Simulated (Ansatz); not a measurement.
Gas-phase electronic energies from Ansatz, PBE0-D4/def2-TZVP geometries. CCSD(T)/CBS adds triple-zeta CCSD(T) − MP2 to the extrapolated MP2 energy (def2 sets, frozen cores). This one scheme is used for every species. For Br outer-core shells are correlated without core-valence functions, which leaves a few kJ/mol of doubt a bond. Scalar relativity is left out up to krypton. One conformer a species, not always the lowest.

Consider the formal hydrolysis of the Si–Cl bond: `Cl[Si]Br` + H₂O → `O[Si]Br` + HCl.

| species | MP2/CBS(def2) energy (Eh) |
| --- | --- |
| `Cl[Si]Br` | -3322.17818 |
| H₂O | -76.36589 |
| `O[Si]Br` | -2938.19613 |
| HCl | -460.35267 |

Question: Work out ΔE.

Answer: ΔE = (-2938.19613) + (-460.35267) − (-3322.17818) − (-76.36589) = -0.00473 Eh = -12.4 kJ/mol. CCSD(T)/CBS gives -15.2 kJ/mol.

Largest T1 diagnostic among the species: 0.012.

At CCSD(T), def2-SVP lies −7.1 kJ/mol from the extrapolated value and def2-TZVPP −6.5 kJ/mol. In def2-TZVPP, CCSD(T) changes the Hartree–Fock value by +5.2 kJ/mol (the triples alone add +1.9 kJ/mol) and MP2 by +7.9 kJ/mol.
